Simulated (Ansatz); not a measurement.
System: sum formula YOBr, net charge -1, doublet state. The spin state was set by rule; other spins were not relaxed. 
Coordinates optimised at B3LYP-D3(BJ)/def2-TZVP (Ansatz, a first-principles code):
```
Y
O 1 1.8471
Br 1 2.8071 2 118.32
```
Charge -1, spin multiplicity 2.

Total electronic energies in hartree. Cores are frozen in the correlated levels unless marked. UHF or UKS for open shells. No spin-orbit coupling. The frozen core is the preceding noble-gas configuration, with the filled d and f shells of earlier blocks. In def2 rows, elements after Kr have scalar-relativistic effective core potentials. CBS(X,Y): correlation extrapolated as X^-3; Hartree-Fock from the larger set. [CCSD(T)-MP2]/basis is that difference in the basis named.

| level | program | energy (Eh) |
|---|---|---|
| HF/def2-TZVPPD | Ansatz | -2685.34897 |
| BLYP-D3(BJ)/def2-TZVPD | Ansatz + dftd3 | -2687.89731 |
| PBE0/def2-TZVP | Ansatz | -2687.50523 |
| BHLYP-D3(BJ)/def2-TZVPD | Ansatz + dftd3 | -2687.77628 |
| r2SCAN0/def2-TZVPD | Ansatz | -2687.81795 |
| LC-wPBE/def2-TZVPD | Ansatz | -2687.50704 |
| SCS-MP2/def2-SVP | Ansatz | -2685.28570 |
| RI-MP2/CBS(def2-TZVPPD,def2-QZVPPD)+[CCSD(T)-MP2]/def2-SVPD | Ansatz | -2685.9728 |
| RI-MP2/CBS(def2-TZVPPD,def2-QZVPPD)+[CCSD(T)-MP2]/def2-TZVPPD | Ansatz | -2685.9813 |

Totals of different functionals don't rank their quality; only differences between species are comparable.
